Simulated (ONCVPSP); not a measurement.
Ranking ONCV potentials for beryllium (Be)

All share these settings but for the change named:

```json
{"Element": "Be (Z = 4)", "Generator": "ONCVPSP 4.0.1", "Type": "optimised norm-conserving Vanderbilt (ONCV)", "Functional": "PBE", "Relativity": "scalar-relativistic", "Frozen core": "none", "Valence charge": "4", "Reference configuration": "1s2 2s1 (charge +1)", "Partial waves": "1s+2s: rc 0.90 bohr, ncon 4, nbas 7, qcut 11.4 1/bohr, 2 projectors; p scattering state at 0.05 Ha: rc 0.85 bohr, ncon 4, nbas 7, qcut 10.4 1/bohr, 2 projectors, debl 2.1 Ha", "Local potential": "polynomial inside 0.55 bohr (lpopt 5, dvloc0 0 Ha)", "Core correction": "none"}
```

Cutoff: the first of the cutoffs (Ha) at which the residual kinetic energy of the hardest occupied pseudo-wave falls to 1 and 0.1 mHa per electron; the density cutoff is not measured.

The base gives 59 Ha.

Of 5 variants that were run, those that failed, showed a ghost or another fault, or gave nearly equal values are left out.

A variant can come out equal or close to the base.

**Question.** Rank these variants from softest to hardest (loose cutoff).
A. all radii scaled by about 0.80 (s 0.72, p 0.68 bohr); local potential polynomial inside 0.44 bohr (lpopt 5, dvloc0 0 Ha)
B. all radii scaled by about 0.90 (s 0.82, p 0.76 bohr); local potential polynomial inside 0.50 bohr (lpopt 5, dvloc0 0 Ha)
C. all radii scaled by about 1.10 (s 0.98, p 0.94 bohr); local potential polynomial inside 0.60 bohr (lpopt 5, dvloc0 0 Ha)
D. all radii scaled by about 1.31 (s 1.18, p 1.12 bohr); local potential polynomial inside 0.72 bohr (lpopt 5, dvloc0 0 Ha)

**Answer.** D (46 Ha), C (54 Ha), B (67 Ha), A (192 Ha).
